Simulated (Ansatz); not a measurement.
C2H5BFN (`BC(=N)CF`), 10 atoms. Total charge 0; spin multiplicity 1. All runs use 2 threads of an Arm Neoverse V1 on a shared host. Correlated methods freeze the cores.

Problem. Give the basis size and wall time and peak host memory of each of these runs in Ansatz. RKS ωB97M-V/def2-QZVPP energy; RKS ωB97M-V/def2-SVP energy; RKS PBE0-D4/def2-TZVPP energy; RHF-CCSD(T)/def2-TZVPP energy; RKS PBE0-D4/def2-QZVPP energy; RKS PBE0-D4/def2-TZVP relaxation (14 steps); RKS PBE-QIDH (frozen core)/def2-TZVPP energy; RHF-CCSD(T)/def2-SVP energy; RKS ωB97M-V/def2-TZVPP energy and forces; RHF-MP2/def2-QZVPP energy; RKS r2SCANh-D4/def2-TZVPP energy; RKS PBE0-D4/def2-SVP energy. (Best estimate.)

Solution. Ansatz gave: Other jobs shared the machine, so times are rough.

```csv
level,job,functions,wall time,peak host memory (GiB)
RKS PBE0-D4/def2-SVP,energy,95,1.4 s,0.43
RKS PBE0-D4/def2-TZVPP,energy,225,3.6 s,0.42
RKS ωB97M-V/def2-SVP,energy,95,5.5 s,0.43
RKS r2SCANh-D4/def2-TZVPP,energy,225,6.5 s,0.44
RHF-CCSD(T)/def2-SVP,energy,95,7 s,0.43
RKS PBE-QIDH (frozen core)/def2-TZVPP,energy,225,8 s,0.53
RKS PBE0-D4/def2-QZVPP,energy,435,11 s,1.1
RKS ωB97M-V/def2-TZVPP,energy and forces,225,15 s,0.64
RKS ωB97M-V/def2-QZVPP,energy,435,26 s,1.4
RHF-MP2/def2-QZVPP,energy,435,32 s,2.4
RKS PBE0-D4/def2-TZVP,relaxation (14 steps),185,65 s,0.4
RHF-CCSD(T)/def2-TZVPP,energy,225,3 min,3.8
```
